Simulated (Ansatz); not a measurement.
```xyz
2

O    -0.0102    0.0026   -0.1574
H     0.0143   -0.0464    0.8561
```

Basis set: STO-3G (spherical functions). Left uncorrelated: 1 orbital. Charge 0, multiplicity 2.

Computed with Ansatz (development build ahead of 0.2.0); each method stands on the lowest determinant of its kind that the runs found.

The atomization energy at this shape (free ground-state atoms in the same class of orbitals less the molecule, no zero-point energy) of doublet OH:

```
method  atomization energy
   UHF             2.56 eV
```

(1) What does UHF-MP2 give?

Results:

(1) 3.03 eV.

This basis has no polarisation functions and is too small for such energies, which can lie far from measured ones in either direction.
